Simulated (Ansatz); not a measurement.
Ideal-gas functions of CH4FGaInN, SMILES `N=[C]([InH2])[GaH][F]` at 400 K and 1 bar, from an Ansatz frequency run at PBE0-D4/def2-TZVP.

Molar mass 233.59 g/mol, point group Cs (symmetry number 1), electronic degeneracy 1, moments of inertia 78.256, 943.46, 1012.179 u Å². Harmonic wavenumbers (cm⁻¹, unscaled): 48, 55, 101, 138, 190, 264, 333, 369, 486, 513, 559, 585, 649, 763, 863, 1265, 1596, 1830, 1834, 2003, 3354.

Use S(trans) = R[1.5 ln M + 2.5 ln T − 1.1517]; rotational temperatures θ = 24.2544 K / I; S(rot) = R[ln(√π/σ · √(T³/θAθBθC)) + 1.5]; for each mode x = 1.438777 ν̃/T, S = R[x/(eˣ − 1) − ln(1 − e⁻ˣ)] and H = RT x/(eˣ − 1); 1 cm⁻¹ = 0.0119627 kJ/mol; R = 8.31446 J/(mol·K).

**Question.** By hand: the entropy, in J/(mol·K).

**Answer.** Translation 183.0. Rotation: θ = 0.3099, 0.0257, 0.024 K, giving 127.6. Vibration, mode by mode: 22.93, 21.80, 16.78, 14.22, 11.64, 9.05, 7.29, 6.55, 4.65, 4.31, 3.78, 3.51, 2.93, 2.12, 1.59, 0.49, 0.18, 0.09, 0.09, 0.05, 0.00, in all 134.1. Electronic 0.0. Sum 444.7 J/(mol·K).

**Question.** By hand: H − E and G − E in kJ/mol, counted from the electronic energy.

**Answer.** Zero-point energy ½ × 17798 × 0.0119627 = 106.5; thermal vibration 25.6; translation, rotation and pV give 4 RT = 13.3. H − E = 145.4 kJ/mol, and G − E = 145.4 − 400 × 444.7/1000 = -32.5 kJ/mol.

Vibration gives 30 % of the entropy, 75.7 J/(mol·K) of it from the modes under 150 cm⁻¹: soft modes count most, and the harmonic formula is weakest for them. The sum counts one conformer and one mirror image; others add a mixing term.
